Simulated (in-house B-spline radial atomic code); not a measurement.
A run on Tl- that did not converge. Method: scalar-relativistic (X2C) wB97X, spin-polarised, spherical fractional occupations, Fermi nucleus of rms radius 5.4759 fm; computed with an all-electron radial atomic-structure program (B-spline basis).

Command:
```bash
python run_scf.py task.json out
```
Settings (nuclear radius in fm, mass in u):
```
Z                81
configuration    [Xe] 4f14 5d10 6s2 6p2
hamiltonian      x2c
method           wb97x
spin_polarised   True
nucleus          fermi
rms_radius       5.4759
atomic_mass      204.97443
speed_of_light   137.035999084
```

First and last ten iterations of the last attempt (damped for 15 steps, keeping 80 % of the old Fock matrix, then DIIS):
```
 iter        energy (Eh)    residual
    1      -20248.871463    7.83e-01
    2      -20207.560323    4.29e-01
    3      -20250.402630    8.19e-02
    4      -20250.547645    6.17e-02
    5      -20250.633602    4.68e-02
    6      -20250.685794    3.51e-02
    7      -20250.718357    2.59e-02
    8      -20250.739306    1.88e-02
    9      -20250.753222    1.34e-02
   10      -20250.762748    9.96e-03
  111      -20250.786158    6.39e-04
  112      -20250.786151    7.81e-04
  113      -20250.786164    1.08e-03
  114      -20250.786172    7.62e-04
  115      -20250.786175    7.64e-04
  116      -20250.786154    5.54e-04
  117      -20250.786166    9.54e-04
  118      -20250.786158    6.12e-04
  119      -20250.786135    4.30e-04
  120      -20250.786142    8.93e-04
 not converged after 120 iterations
```

The smallest residual met was 2.6e-04; the threshold is about 8e-07. No energy from this run should be used.Radii and densities under X2C are those of the two-component orbitals, without the picture-change correction, which makes inner s shells of heavy atoms about 5 % too small.
